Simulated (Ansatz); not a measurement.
System: H6SeSi2, singlet: bend at the central Se, local threefold symmetry of each SiH3 group. Scanned: Si-Se-Si angle. Other coordinates (Se-Si length, H-Si-Se angle, Si-H length) were minimised at PBE0/def2-TZVP.

The free coordinates were minimised at PBE0/def2-TZVP in PySCF; the energy column is CCSD(T) on RHF/aug-cc-pVTZ, cores with 3d frozen (Ansatz, a quantum-chemistry and plane-wave program), in eV.

```
a / °   Se-Si length / Å  H-Si-Se angle / °  Si-H length / Å      E
------  ----------------  -----------------  ---------------  -----
180                2.229              108.4            1.481  1.393
170.25             2.232              108.4            1.481  1.342
162.75             2.238              108.4            1.481  1.240
155.25             2.244              108.5            1.482  1.096
147.75             2.251              108.6            1.482  0.924
140.25             2.258              108.7            1.482  0.741
132.75             2.263              108.8            1.482  0.560
125.25             2.267              108.9            1.483  0.392
117.75             2.270              109.0            1.483  0.245
110.25             2.273              109.1            1.484  0.126
102.75             2.275              109.2            1.484  0.042
95.25              2.279              109.3            1.484  0.000
90                 2.283              109.4            1.484  0.003
```
